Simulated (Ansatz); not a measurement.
```xyz
3

O     0.0000    0.8387   -0.7152
H     0.0000    1.5947   -0.1097
Cl    0.0000   -0.4885    0.3430
```

Basis set: 6-31G* (spherical functions). Correlated methods keep 6 orbitals frozen. Charge 0, multiplicity 1.

Computed with Ansatz (development build ahead of 0.2.0); each method stands on the lowest determinant of its kind that the runs found. Restricted open shells among the atoms or ions are ROHF, correlated in semicanonical orbitals with singles.

The atomization energy at this shape (free ground-state atoms in the same class of orbitals less the molecule, no zero-point energy) of singlet HClO:

```json
{"method": "RHF", "atomization energy": "313.2 kJ/mol"}
```

Question: What does RHF-MP2 give?

Answer: 589.1 kJ/mol.
